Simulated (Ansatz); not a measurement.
Method: Ansatz (a quantum-chemistry and plane-wave program) with frozen-core CCSD(T)/def2-TZVPP // PBE0-D4/def2-SVP.

Ansatz 0.2 input:
```yaml
crystal:
  periodic: [false, false, false]
  atoms:
    - { symbol: In, position_ang: [0.01542, -0.005362, -0.005211] }
    - { symbol: F, position_ang: [-1.058964, -1.131646, -1.182941] }
    - { symbol: F, position_ang: [0.200971, 1.883665, -0.460251] }
    - { symbol: F, position_ang: [0.153836, -0.512771, 1.874494] }
    - { symbol: C, position_ang: [4.447126, -1.509203, -1.459175] }
    - { symbol: C, position_ang: [3.140437, -1.065849, -1.030479] }
    - { symbol: N, position_ang: [2.099344, -0.712447, -0.688875] }
    - { symbol: H, position_ang: [4.504047, -1.485457, -2.556941] }
    - { symbol: H, position_ang: [4.622637, -2.536435, -1.108631] }
    - { symbol: H, position_ang: [5.218211, -0.846177, -1.041181] }
basis:
  gaussian: { orbitals: def2-TZVPP }
correlation:
  method: ccsd_t
```

Output:

```
Functional definition: HF
1912 factors; integrals over basis functions are off by at most 1.0e-3 eV
mean field evaluation 1: about -16857.6497 eV, gradient 6.0e1 eV
mean field evaluation 2: about -16857.8373 eV, gradient 6.1e1 eV
mean field evaluation 4: about -16864.3761 eV, gradient 3.8e0 eV
mean field evaluation 8: about -16864.4594 eV, gradient 5.6e-1 eV
mean field evaluation 16: about -16861.4274 eV, gradient 4.6e1 eV
mean field -16864.46116606 eV, -619.7575167105 hartree, gradient 7.8e-6 eV, S^2 0.000000; 0 other end points of the search recorded, 0 dependent functions left out
10 core orbitals not correlated
reference -16864.46116606 eV, -619.7575167105 hartree; 25, 25 occupied and 243, 243 virtual orbitals, 1912 factors
second order -42.05514349 eV of doubles, -0.00000000 eV of singles
cycle   1  -40.85438211 eV  change     1.2e0 eV  update   1.6e-1
cycle   2  -41.87295284 eV  change    -1.0e0 eV  update   5.3e-2
cycle   3  -42.12591736 eV  change   -2.5e-1 eV  update   2.8e-2
cycle   4  -42.11066617 eV  change    1.5e-2 eV  update   7.8e-3
cycle   5  -42.10302219 eV  change    7.6e-3 eV  update   3.1e-3
cycle   6  -42.10582412 eV  change   -2.8e-3 eV  update   1.0e-3
cycle   7  -42.10617838 eV  change   -3.5e-4 eV  update   3.6e-4
cycle   8  -42.10595619 eV  change    2.2e-4 eV  update   1.5e-4
cycle   9  -42.10594395 eV  change    1.2e-5 eV  update   5.5e-5
perturbative correction -1.50275941 eV, -0.0552253898 hartree
Total energy: -16908.06986943 eV, -621.3601070000 hartree
```

Cost: around 40 core-minutes (rough).
